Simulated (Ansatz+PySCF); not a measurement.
# singlet ICl: levels of theory in one basis

```xyz
2

I     0.0000    0.0000   -0.6181
Cl    0.0000    0.0000    1.9271
```

Basis set: def2-SVP (spherical functions, with the set's core potentials past Kr). Left uncorrelated: 9 orbitals. Charge 0, multiplicity 1.

Computed with Ansatz (development build ahead of 0.2.0); each method stands on the lowest determinant of its kind that the runs found.

```json
{"method": "RHF", "E − E(RHF) (eV)": "0.00", "<S²> of the determinant": "0.00"}
{"method": "UHF", "E − E(RHF) (eV)": "0.00", "<S²> of the determinant": "0.08"}
{"method": "RHF-MP2", "E − E(RHF) (eV)": "-6.83", "<S²> of the determinant": "–"}
{"method": "RHF-CCSD", "E − E(RHF) (eV)": "-7.47", "<S²> of the determinant": "–"}
{"method": "UHF-CCSD", "E − E(RHF) (eV)": "-7.47", "<S²> of the determinant": "0.08"}
{"method": "RHF-CCSD(T)", "E − E(RHF) (eV)": "-7.66", "<S²> of the determinant": "–"}
{"method": "UHF-CCSD(T)", "E − E(RHF) (eV)": "-7.66", "<S²> of the determinant": "0.08"}
```

**Question.** What does UHF-MP2 give on the same scale?

**Answer.** -6.73 eV.

**Question.** Is a single determinant a sound starting point here?

**Answer.** By this sign, yes. Unrestricted orbitals gain 0.00 eV and <S²> is 0.08 against 0.00 for a pure state.

Caution for UHF-MP2: another reference gives a lower total.
